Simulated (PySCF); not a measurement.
## Löwdin shares of the frontier orbitals

Compound: C4H5F3O.
Geometry (GFN2-xTB, Å), atoms numbered from 1 in this order:
```xyz
13
C4H5F3O angstrom
O      2.148    0.010   -0.886
C      1.267    0.732   -0.056
C      0.564   -0.193    0.902
C     -0.689   -0.609    0.796
C     -1.617   -0.172   -0.297
F     -1.109   -0.398   -1.527
F     -1.911    1.141   -0.255
F     -2.785   -0.823   -0.248
H      1.632   -0.533   -1.494
H      0.553    1.313   -0.652
H      1.896    1.426    0.508
H      1.180   -0.588    1.697
H     -1.133   -1.304    1.493
```

Computed with TDDFT CAM-B3LYP/def2-SVPD, vertical, gas phase, core orbitals frozen in the response (PySCF 2.14.0, density-fitted response routines).

Frontier orbitals with the atoms that hold most of them (Löwdin shares over 4%, at most four atoms; ? is withheld):

| orbital | ε (eV) | atoms |
| --- | --- | --- |
| LUMO+2 | 1.70 | O1 21%, H12 16%, H13 11%, C3 10% |
| LUMO+1 | 1.18 | C4 15%, C3 14%, O1 11%, C2 10% |
| LUMO | ? | C3 31%, C4 30%, O1 6%, C5 6% |
| HOMO | -9.81 | ? |
| HOMO-1 | -10.37 | ? |
| HOMO-2 | -11.41 | O1 44%, C2 23%, H11 11%, H9 6% |
| HOMO-3 | -12.43 | C4 17%, C3 14%, C5 11%, F7 10% |

Which atoms hold the HOMO, and with what shares?

O1 (bonded to C and H) 48%; C3 (bonded to 2 C and H) 17%; C4 (bonded to 2 C and H) 16%; C2 (bonded to C, O and 2 H) 7%. By element: oxygen 48%, carbon 39% or more.

Give the leading atoms of the HOMO-1.

C3 (bonded to 2 C and H) 26%; C4 (bonded to 2 C and H) 25%; O1 (bonded to C and H) 21%; C2 (bonded to C, O and 2 H) 11%. By element: carbon 62% or more, oxygen 21%.

What is the LUMO energy, and the HOMO–LUMO gap?

ε(LUMO) = -0.08 eV; the gap is 9.73 eV (0.3575 hartree).

How does S1 compare with the orbital gap of 9.73 eV?

S1 is at 6.30 eV (f = 0.033), 3.42 eV below the gap, made of HOMO→LUMO (78%), HOMO-1→LUMO (18%). Without the coupling terms of the response equations the lowest excitation would equal the gap.

One configuration dominates each of S1, S2 and S4. Which, and how do the shares of the two leading atoms of either orbital change from the occupied to the empty one?

- S1 (6.30 eV, f 0.033), HOMO→LUMO (78%): O1 48% → 6%, C3 17% → 31%, C4 16% → 30%
- S2 (7.35 eV, f 0.376), HOMO-1→LUMO (77%): C3 26% → 31%, C4 25% → 30%
- S4 (7.73 eV, f 0.0040), HOMO-2→LUMO (95%): O1 44% → 6%, C2 23% → at most 7%, C3 at most 6% → 31%, C4 at most 6% → 30%

Löwdin shares depend on the basis, the more so with diffuse functions.

One conformer stands for the species.
